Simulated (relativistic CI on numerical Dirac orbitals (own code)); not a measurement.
# Ti2+ (3d2) in a crystal field

Calculated by Dirac-Coulomb-Breit CI, KLI orbitals optimised for each configuration, model QED (radiative potential, 1s self-energy scaled to tabulated hydrogen-like ionisation energies), valence Slater integrals scaled by 0.7, one configuration in a parametric crystal field (own radial code).

Field parameters in Wybourne normalisation: Oh B⁴₀ = 21Dq, B⁴₄ = √(5/14) B⁴₀. The field is a parameter set, without covalency.

S and J are read from ⟨S²⟩ = S(S + 1) and ⟨J²⟩ = J(J + 1) of each level; they are not fictitious spins.

Oh, 10Dq = 3250 cm⁻¹, the lowest 10 levels:

```
E (cm⁻¹)  Degeneracy  Irrep     S     J
     0.0           2      E  1.00  2.72
     8.6           3     T2  1.00  2.80
     162           3     T1  1.00  3.60
     241           1     A1  1.00  3.97
    2787           1     A2  1.00  3.00
    2805           3     T2  1.00  3.11
    2867           3     T1  1.00  3.44
    2872           2      E  1.00  3.50
    6092           3     T2  1.00  3.34
    8553           3     T2  0.01  2.31
```

Oh, 10Dq = 31850 cm⁻¹, the lowest 16 levels:

| E (cm⁻¹) | Degeneracy | Irrep | S | J |
| --- | --- | --- | --- | --- |
| 0.0 | 2 | E | 1.00 | 2.75 |
| 1.5 | 3 | T2 | 1.00 | 2.75 |
| 127 | 3 | T1 | 1.00 | 3.41 |
| 187 | 1 | A1 | 1.00 | 3.70 |
| 8584 | 3 | T2 | 0.00 | 3.15 |
| 8658 | 2 | E | 0.00 | 3.21 |
| 19975 | 1 | A1 | 0.00 | 2.82 |
| 30368 | 1 | A2 | 1.00 | 3.00 |
| 30393 | 3 | T2 | 1.00 | 3.13 |
| 30444 | 2 | E | 1.00 | 3.41 |
| 30445 | 3 | T1 | 1.00 | 3.41 |
| 38175 | 1 | A1 | 1.00 | 1.18 |
| 38211 | 3 | T1 | 1.00 | 1.55 |
| 38264 | 3 | T2 | 1.00 | 2.13 |
| 38267 | 2 | E | 1.00 | 2.13 |
| 40111 | 3 | T2 | 0.00 | 3.13 |

Oh, 10Dq = 29250 cm⁻¹, the lowest 10 levels:

| E (cm⁻¹) | Degeneracy | Irrep | S | J |
| --- | --- | --- | --- | --- |
| 0.0 | 2 | E | 1.00 | 2.75 |
| 1.6 | 3 | T2 | 1.00 | 2.76 |
| 128 | 3 | T1 | 1.00 | 3.42 |
| 189 | 1 | A1 | 1.00 | 3.71 |
| 8598 | 3 | T2 | 0.00 | 3.14 |
| 8679 | 2 | E | 0.00 | 3.21 |
| 19892 | 1 | A1 | 0.00 | 2.86 |
| 27796 | 1 | A2 | 1.00 | 3.00 |
| 27820 | 3 | T2 | 1.00 | 3.13 |
| 27872 | 2 | E | 1.00 | 3.41 |

The free-ion ground term has S = 1. Every field shown keeps that spin.

Levels of this model without a field, named by their leading LS term (the scale mimics covalency, so terms lie below those of the real free ion): 3F_2 0, 3F_3 161, 3F_4 366, 1D_2 7892, 3P_0 9429, 3P_1 9484, 3P_2 9585, 1G_4 12227 cm⁻¹.
